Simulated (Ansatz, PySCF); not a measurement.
Dimer: H2S (SMILES S) (first 3 atoms) with CH6Si (SMILES C[SiH3]); geometry from B3LYP-D3(BJ)/def2-TZVP, rigid monomers moved along the line of their centres of mass till S1···Si5 is 3.56 Å.
(charge 0, multiplicity 1):
```json
[
 {"atom": "S", "x (Å)": "-0.0090", "y (Å)": "-0.5345", "z (Å)": "0.3055"},
 {"atom": "H", "x (Å)": "-0.0206", "y (Å)": "-1.5721", "z (Å)": "1.1573"},
 {"atom": "H", "x (Å)": "-1.1468", "y (Å)": "-0.0347", "z (Å)": "0.8134"},
 {"atom": "C", "x (Å)": "1.1056", "y (Å)": "0.9817", "z (Å)": "3.4486"},
 {"atom": "Si", "x (Å)": "-0.4131", "y (Å)": "-0.0514", "z (Å)": "3.8125"},
 {"atom": "H", "x (Å)": "1.9642", "y (Å)": "0.6259", "z (Å)": "4.0210"},
 {"atom": "H", "x (Å)": "0.9357", "y (Å)": "2.0280", "z (Å)": "3.7091"},
 {"atom": "H", "x (Å)": "1.3525", "y (Å)": "0.9267", "z (Å)": "2.3874"},
 {"atom": "H", "x (Å)": "-0.1846", "y (Å)": "-1.4741", "z (Å)": "3.4559"},
 {"atom": "H", "x (Å)": "-1.5809", "y (Å)": "0.4293", "z (Å)": "3.0325"},
 {"atom": "H", "x (Å)": "-0.7673", "y (Å)": "0.0090", "z (Å)": "5.2520"}
]
```

Counterpoise-corrected where a basis set is named; no monomer relaxation. Rows marked so take none.

Rows in STO-3G carry no dispersion term and start afresh at each structure.

The values were computed with Ansatz (Gaussian basis) for Hartree–Fock, density functionals and correlated methods; PySCF for STO-3G rows, the dispersion terms. Values without a source in brackets are computed.

Task: One of these levels gives 3.14 kcal/mol for the interaction energy. Which?
A. r2SCAN/def2-TZVPPD
B. PBE0-D3(BJ)/def2-TZVPPD
C. PBE/def2-TZVPPD
D. HF/STO-3G (no counterpoise)

Result: D, HF/STO-3G (no counterpoise). The others give 0.74 (PBE/def2-TZVPPD), 0.21 (r2SCAN/def2-TZVPPD), -1.03 (PBE0-D3(BJ)/def2-TZVPPD)

Ansatz is an electronic-structure program.
